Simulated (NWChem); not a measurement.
Species: C$_{4}$H$_{7}$Cl; SMILES C(CC=C)Cl

```xyz
12

C      0.2481     2.9087     0.3550
C     -0.2770     1.8792    -0.3107
C      0.3326     0.5143    -0.4062
C     -0.5582    -0.5423     0.2271
Cl     0.1315    -2.1821     0.0402
H     -0.2482     3.8823     0.3855
H      1.2003     2.8185     0.8884
H     -1.2339     2.0184    -0.8310
H      0.4905     0.2439    -1.4647
H      1.3207     0.4974     0.0800
H     -1.5552    -0.5596    -0.2365
H     -0.6830    -0.3634     1.3041
```
Atoms are numbered in this order, from 1.

Computed with NWChem. Medium grid unless said otherwise, to which SCAN and Minnesota functionals are sensitive. Structure relaxed at the PBE0/def2-SVP level. Not confirmed as a minimum by frequencies. Hybrids' shares of exact exchange are those that their runs print; pure functionals count as 0. The functionals differ in more than this share.

```csv
row,share of exact exchange,highest occupied level (eV)
PBE/def2-SVP,0.00,-6.44
RPBE/def2-SVP,0.00,-6.40
B3LYP/def2-SVP,0.20,-7.38
B3PW91/def2-SVP,0.20,-7.46
MN15/def2-SVP,0.44,-8.34
M05-2X/def2-SVP,0.56,withheld
```

Task: Fit a straight line of the last column on the one before it, predict the withheld value, and compare with the run.

Result: 
1. Means of the 5 shown rows: x = 0.168, y = -7.204. Slope Σ(x − x̄)(y − ȳ)/Σ(x − x̄)² = -0.5862/0.1325 = -4.425; intercept -6.461.
2. The shown rows scatter about the line by 0.068 (root mean square); the largest residual is -0.11, at B3PW91/def2-SVP.
3. At x = 0.56 (M05-2X/def2-SVP; beyond the shown range) the line gives -8.94.
4. The run gives -8.93, +0.01 from the line, 0.1 times the scatter.
